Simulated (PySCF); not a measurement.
How methods differ on the ionisation energy of Ta⁺

Ta⁺ [Xe] 4f14 5d3 6s1 (5F) → Ta²⁺ [Xe] 4f14 5d3 (4F), as a difference of total energies. All numbers are calculated (PySCF 2.14, a scalar-relativistic core potential, in aug-cc-pVTZ-PP with ECP60MDF (6s6p5d3f2g, 88 functions)). Correlated levels: valence: 5s2 5p6 frozen. The calculations carry no spin-orbit coupling.

```csv
method,ionisation energy (eV)
UHF,14.193
LDA,15.728
PBE,15.458
PBE0,15.219
r2SCAN,15.468
TPSS,15.207
TPSSh,15.127
LC-wPBE,14.908
HSE06,15.245
MP2 (valence),14.561
SCS-MP2 (valence),14.315
```

Problem. How much does correlation contribute at MP2 (valence)?

Solution. 14.561 − (14.193) = 0.368 eV, measured against UHF.

The reference lies between the lowest fine-structure levels, while these numbers refer to the centres of the terms.

Errors of the correlated levels include the incompleteness of this basis and the frozen core.

For comparison: 16.2 ± 0.5 eV (semi-empirical (NIST evaluation); NIST Atomic Spectra Database, ionization energies).
